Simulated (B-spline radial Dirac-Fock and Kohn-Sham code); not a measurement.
**K-line shifts caused by a second vacancy in Tc¹⁹⁺**

System: the Tc¹⁹⁺ ion, configuration 1s2 2s2 2p6 3s2 3p6 3d6.

Calculated with a radial finite-basis atomic code, using ΔSCF Dirac-Fock with Breit, self-energy and vacuum polarisation, finite nucleus, configuration average. Each two-hole energy is an average over J within one jj subconfiguration, not an observable level; in light atoms, where LS coupling holds, the j-resolved values are not observed lines, and for a K spectator the Kα1 hypersatellite is nearly forbidden. No correlation.

Lines without a spectator: Kα2 (K-L2) 18259.6 eV, Kα1 (K-L3) 18376.8 eV, Kβ3 (K-M2) 20688.2 eV, Kβ1 (K-M3) 20710.9 eV. Shifts in eV with one spectator hole (a dash: not computed, or left out as unreliable):

```tsv
spectator hole	Kα2	Kα1	Kβ3	Kβ1
L2 (2p1/2)	+52.7	+65.5	–	+145.1
L3 (2p3/2)	+54.3	+53.7	+133.1	–
M2 (3p1/2)	–	+8.86	+22.78	+26.58
M3 (3p3/2)	+7.26	–	+24.08	+23.53
```

Q: Where does the K-L3 hypersatellite lie, emitted when both K electrons are missing?

A: +493.0 eV from the normal line, at 18869.9 eV. Removing both K electrons costs 44107.3 eV, which is 699.6 eV more than twice the K binding energy.

With n spectator holes in 2p, averaged over the 2p shell (energies in eV):

```
n     KαLⁿ   step  hypersatellite KαʰLⁿ
0  18337.7      –               18827.0
1  18394.7  +57.0               18885.5
2  18453.0  +58.3               18945.3
3  18512.7  +59.7               19006.4
4  18573.8  +61.1               19069.0
5  18636.3  +62.5               19132.9
```
